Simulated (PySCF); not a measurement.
Simulated outer-valence photoelectron spectrum of `BBSC` (CH6B2S). Theory: EOM-IP-CCSD/aug-cc-pVDZ in PySCF, restricted Hartree–Fock reference, 8 core orbitals frozen, non-relativistic, gas phase, PBE0-D3(BJ)/def2-SVP geometry.

Each root has a Gaussian of 0.8 eV full width with its one-hole share as area; cross sections and vibrations are left out, and the highest printed point is 100.

```csv
ionisation energy (eV),intensity
8.6,0
8.8,1
9.0,3
9.2,11
9.4,27
9.6,50
9.8,69
10.0,78
10.2,70
10.4,51
10.6,29
10.8,12
11.0,5
11.2,8
11.4,18
11.6,35
11.8,48
12.0,53
12.2,57
12.4,72
12.6,91
12.8,94
13.0,70
13.2,38
13.4,14
13.6,4
13.8,1
14.0,1
14.2,6
14.4,20
14.6,47
14.8,80
15.0,100
15.2,97
15.4,82
15.6,66
15.8,49
16.0,30
16.2,13
16.4,4
16.6,1
16.8,0
```

Q: Where are the maxima, and how many lines lie under the curve?

A: 3 maxima, at 10.0, 12.7 and 15.1 eV, from 8 lines. At this width some lines have no maximum of their own.

Q: List the lines with their holes.

A: 
```csv
E (eV),leading hole (HF orbital),area,Koopmans (eV)
9.79,HOMO,0.95,10.24
10.22,HOMO-1,0.95,11.00
11.87,HOMO-2,0.95,12.77
12.71,HOMO-3,0.95,13.39
12.77,HOMO-4,0.94,13.68
14.95,HOMO-5,0.94,16.11
15.05,HOMO-6,0.94,16.21
15.67,HOMO-7,0.92,16.96
```

The widest gap, 2.18 eV, lies between 12.77 and 14.95 eV. Only orbitals with −ε under 21 eV, eight at most, were ionised, so the high end of the curve may lack lines.

The values belong to the conformer `[BH2:1][BH:2][S:3][CH3:4]`: B1–B2–S3–C4 0°.
